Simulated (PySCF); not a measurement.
IIn, SMILES [In][I] (connectivity only; charge and spin as stated), charge +1, multiplicity 2.

Geometry optimised at PBE0-D3(BJ)/def2-TZVP. The spin state was assumed, not searched. The def2 effective core potentials stand for the cores of I, In; spin–orbit coupling is left out.

Two levels are set side by side: PBE/def2-TZVPD (PySCF) and M06-2X/def2-TZVPD (PySCF). Same geometry, gas phase. Differences are taken from unrounded values.

| quantity | PBE |
|---|---|
| α-spin orbital gap (eV) | 4.13 |
| β-spin orbital gap (eV) | 0.13 |

Question: These are the PBE values. What does M06-2X give? (The exact figures need the calculation; the answer reports its results.)

Answer: 
| quantity | M06-2X | PBE minus M06-2X |
|---|---|---|
| α-spin orbital gap (eV) | 7.55 | -3.42 |
| β-spin orbital gap (eV) | 4.49 | -4.36 |

Rough cost on one machine, each run with all the roots and properties that it gave: M06-2X against PBE about 5 times.
